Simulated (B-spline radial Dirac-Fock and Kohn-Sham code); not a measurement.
## Er³¹⁺: scattering cross sections and density moments

System: Er³¹⁺ in the configuration [Kr] 4d1.

Input of the calculation (task.json; shells as n, l, electrons):

```json
{"items": [{
  "Z": 68,
  "q": 31,
  "cfg": [[1, 0, 2], [2, 0, 2], [2, 1, 6], [3, 0, 2], [3, 1, 6], [3, 2, 10], [4, 0, 2], [4, 1, 6], [4, 2, 1]],
  "A": 166,
  "rrms": 5.2516,
  "do": ["scatter"],
  "s": [0.0, 0.07, 0.08, 0.09, 0.11, 0.13, 0.16, 0.19, 0.23, 0.27, 0.33, 0.39, 0.47, 0.56, 0.66, 0.79, 0.95, 1.13, 1.35, 1.62, 1.93, 2.31, 2.76],
  "pz": [0, 0.1, 0.2, 0.3, 0.4, 0.5, 0.6, 0.8, 1.0, 1.2, 1.4, 1.6, 1.8, 2.0, 2.5, 3.0, 4.0, 5.0, 7.0, 10.0, 15.0, 20.0, 30.0, 40.0, 60.0, 100.0],
  "hv_scatter": [1000, 5000, 8047.8, 17479.3, 20000, 30000, 200000, 500000]
}]}
```

Launch: `python xray_run.py task.json out`

Model: Dirac-Fock densities. Program: a radial finite-basis atomic code.

```
Sum of ⟨r⟩                          : 8.700 bohr
Sum of ⟨r²⟩                         : 3.257 bohr²
Sum of ⟨1/r⟩                        : 433.27 per bohr
Langevin diamagnetic susceptibility : -2.58 × 10⁻⁶ cm³/mol
Lamb shielding (α²/3)Σ⟨1/r⟩         : 7691 ppm
```

Coherent scattering is the Thomson cross section weighted by f₀², without anomalous dispersion; incoherent scattering is Klein-Nishina weighted by S. The Lamb formula is the non-relativistic shielding expression. Electron correlation is left out. A dash stands where the photon energy is too low for the impulse approximation behind that column.

```csv
hν (keV),coherent (b),incoherent (b),incoherent per electron (b)
1,906.9,–,–
5,823.9,–,–
8.0478,716.6,2.381,0.0644
17.4793,420.9,6.228,0.168
20,369.0,7.042,0.190
30,232.5,9.484,0.256
200,11.30,13.44,0.363
500,2.046,10.33,0.279
```

Incoherent scattering overtakes coherent scattering between 30 and 200 keV.
